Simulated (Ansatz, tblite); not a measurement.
Cost and result up the ladder for Be2O2 (the lowest singlet isomer of a short search) (4 atoms). The state is a singlet with charge 0. Geometry: B3LYP-D4/def2-TZVP.

```xyz
4

Be    0.745   -0.236    0.376
Be   -0.745    0.236   -0.376
O     0.615    0.528   -0.888
O    -0.615   -0.527    0.888
```

Ansatz on 4 threads of Arm Neoverse V1 on a shared host; xTB runs through tblite on one thread. Times are rough, summed over both states, and most runs start from the orbitals of an earlier one. ωB97X-V/def2-TZVP serves as the yardstick here, not as an exact answer. The other state is a triplet at its own geometry.

The xTB rows come from tblite. LC-ωPBE has ω = 0.4 bohr⁻¹. B3LYP takes the VWN-RPA correlation. Correlated methods freeze 2 core orbitals. The structure comes from a short search, and lower isomers may exist.

Run but left out: HF/STO-3G, HF/def2-TZVP, MP2/def2-TZVP (triplet: a determinant that CCSD turns far, T1 0.071); HF/def2-TZVPP, MP2/def2-TZVPP, CCSD/def2-TZVPP, CCSD(T)/def2-TZVPP (flagged by the program: other roots).

Correlated methods converge slowly with the basis.

xTB has no spin-polarisation term.

```
                            level  functions  wall time  triplet − singlet (eV)  difference from ωB97X-V/def2-TZVP (eV)
                         GFN1-xTB         16    0.004 s                    2.07                                   -1.24
                         GFN2-xTB         16    0.004 s                    2.60                                   -0.72
            LDA (SPW92)/def2-TZVP        100     0.75 s                    2.79                                   -0.53
                 PBE-D4/def2-TZVP        100      1.1 s                    2.46                                   -0.85
               B3LYP-D4/def2-TZVP        100      1.6 s                    2.75                                   -0.56
                RPA@PBE/def2-TZVP        100      1.8 s                    2.33                                   -0.98
                PBE0-D4/def2-TZVP        100      2.1 s                    2.78                                   -0.54
                LC-ωPBE/def2-TZVP        100      2.3 s                    3.39                                    0.08
r2SCAN-D4/def2-TZVP (with forces)        100      2.7 s                    2.53                                   -0.78
             r2SCANh-D4/def2-TZVP        100      2.7 s                    2.64                                   -0.68
                ωB97X-V/def2-TZVP        100      6.7 s                    3.32                                    0.00
```
